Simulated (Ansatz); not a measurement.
System: sum formula SiAsH4, charge 0, multiplicity 2. It need not be the lowest isomer of its formula. SMILES: [SiH3][AsH]
Structure (B3LYP-D3(BJ)/def2-TZVP (Ansatz, a program for electronic structure) minimum search):
```xyz
6

Si    -1.5078     0.1377     0.3505
As     0.7860    -0.1027    -0.2172
H     -2.3121    -0.7446    -0.5262
H     -1.9512     1.5403     0.1591
H     -1.7412    -0.2460     1.7643
H      1.1758     0.9123     0.8614
```
Charge 0, spin multiplicity 2.

Property: atomisation energy (electronic, to ground-state atoms), in kcal/mol. Valence correlation only, unless marked. Open shells are spin-unrestricted. Spin-orbit coupling is left out. Frozen are the shells of the preceding noble gas and the d and f shells that filled before the atom's block. No relativistic terms. The coupled-cluster limit lacks core correlation, which all-electron functionals hold. CBS marks a two-point X^-3 extrapolation of the correlation energy; Hartree-Fock from the larger set. The bracket is a focal-point correction in the basis named.

```csv
level,program,atomisation energy (kcal/mol)
HF/STO-3G,Ansatz,381.5
PBE0-D3(BJ)/def2-TZVPD,Ansatz + dftd3,355.2
```

**Question.** Estimate the value at RI-MP2/CBS(def2-TZVPPD,def2-QZVPPD)+[CCSD(T)-MP2]/def2-TZVPPD as computed with Ansatz.

**Answer.** 357.7 kcal/mol
